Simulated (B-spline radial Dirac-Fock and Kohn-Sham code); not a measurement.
**Atomic SCF run for Ar³⁺**

ΔSCF core binding energies without Breit or QED terms, calculated with an atomic code on a B-spline grid.

Input (task.json):

```json
{"items": [{"Z": 18, "q": 3, "cfg": [[1, 0, 2], [2, 0, 2], [2, 1, 6], [3, 0, 2], [3, 1, 3]], "A": 40, "rrms": 3.4274, "do": "settings", "holes": ["K", "L3", "M5"],
  "settings": [{"rel": "dirac", "method": "pbesol", "nuc": "fermi", "radius_factor": 1.0, "rmax": 45.0, "h": 0.3, "order": 8, "points": 10, "c_factor": 1.0, "maxit": 60, "damp": 0.5, "ndamp": 3, "tol": 1e-08}]}]}
```

Command: `python xray2_run.py task.json out`

Ground-state iterations:

```
iter   energy (Ha)        error
   1     -523.40487174  6.58e-01
   2     -524.98463759  1.85e-01
   3     -525.25480206  4.99e-02
   4     -525.28053944  1.30e-02
   5     -525.28270467  6.98e-03
   6     -525.28312760  2.72e-04
   7     -525.28312864  2.58e-05
   8     -525.28312865  3.23e-07
   9     -525.28312865  3.49e-09
```

The ground state converged in 9 iterations, with total energy -525.28313 Ha, virial ratio 1.99396 and highest orbital energy -49.79 eV. ΔSCF binding energies: K (1s) 3271.9 eV, L3 (2p3/2) 301.2 eV. Holes are computed only in closed shells, and unreliable hole states are left out.
